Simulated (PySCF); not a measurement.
Gas-phase reaction: 2 In2O + 6 Br2 ⇌ 4 InBr3 + O2

Method: PySCF energies plus ideal-gas RRHO corrections (1 bar). † marks an energy on the PBE0/def2-TZVP geometry and frequencies; other levels use their own. CCSD(T) freezes the core. Open shells (unrestricted): O2 (multiplicity 3); the rest are closed-shell singlets. In: scalar-relativistic def2 core potential, no spin-orbit coupling. Br: all electrons, no relativistic terms. CCSD(T) isn't extrapolated to the basis-set limit.

```tsv
level	ΔH°(298 K), kJ
BLYP/def2-TZVP†	-920
CCSD(T)/def2-SVP†	-1316
M06-2X/def2-TZVP†	(withheld)
PBE/def2-SVP	(withheld)
PBE/def2-TZVP†	-1062
```

Some entries are withheld; supply them.


- M06-2X/def2-TZVP†, ΔH°(298 K), kJ: -1284
- PBE/def2-SVP, ΔH°(298 K), kJ: -1106
